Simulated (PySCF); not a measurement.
PySCF 2.14 output of an unrestricted LDA calculation on a single atom or ion in ANO-RCC-VTZP, with the spin-free X2C one-electron Hamiltonian (Gaussian nucleus):

```
SCF conv_tol = 1e-09
number electrons alpha = 22  beta = 18
    P. A. M. Dirac.,  Math. Proc. Cambridge Philos. Soc. 26, 376 (1930)
    F. Bloch.,  Z. Phys. 57, 545 (1929)
    S. H. Vosko, L. Wilk, and M. Nusair.,  Can. J. Phys. 58, 1200 (1980)
cycle= 1 E= -3593.68398223966  delta_E= -0.0177  |g|= 0.0644  |ddm|= 0.162
cycle= 2 E= -3593.68428768496  delta_E= -0.000305  |g|= 0.0216  |ddm|= 0.0127
cycle= 3 E= -3593.68432514978  delta_E= -3.75e-05  |g|= 0.00474  |ddm|= 0.00594
cycle= 4 E= -3593.68433195984  delta_E= -6.81e-06  |g|= 0.000907  |ddm|= 0.00461
cycle= 5 E= -3593.68433249812  delta_E= -5.38e-07  |g|= 5.06e-05  |ddm|= 0.00128
cycle= 6 E= -3593.68433249991  delta_E= -1.79e-09  |g|= 3.86e-07  |ddm|= 7.15e-05
cycle= 7 E= -3593.68433249991  delta_E= -3.64e-12  |g|= 7.83e-09  |ddm|= 4.1e-07
converged SCF energy = -3593.68433249991  <S^2> = 6.0005279  2S+1 = 5.0002112
```

The run itself started from symmetry-adapted Hartree-Fock orbitals and held the occupation by maximum overlap, on a logarithmic radial grid, so the iterations belong to that start.

Which element, charge and spin multiplicity is this?

Zr (zirconium, neutral), multiplicity 5; the state was [Kr] 4d3 5s1, high-spin 5F determinant (an excited configuration).
